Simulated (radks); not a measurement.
Values are calculated unless marked as measured or tabulated.
Question: The sulfur ion S+ is in [Ne] 3s2 3p3. Level of theory: scalar-relativistic Kohn-Sham, r2SCAN, spin-polarised, spherical densities, finite nucleus; meta-GGA in the generalised Kohn-Sham scheme; Fermi nuclear charge, rms radius of each element as measured or else 0.836 A^(1/3) + 0.57 fm (a radial shooting solver on a logarithmic mesh with Libxc functionals). Open shells are filled with parallel spins first. One electron is removed from 3s, 2s, 3p, 2p in turn, with full relaxation. Which removal costs least, and what does each cost?

Answer: 3p 23.842 eV; 3s 29.876 eV; 2p 187.31 eV; 2s 243.19 eV. The 3p electron leaves first.
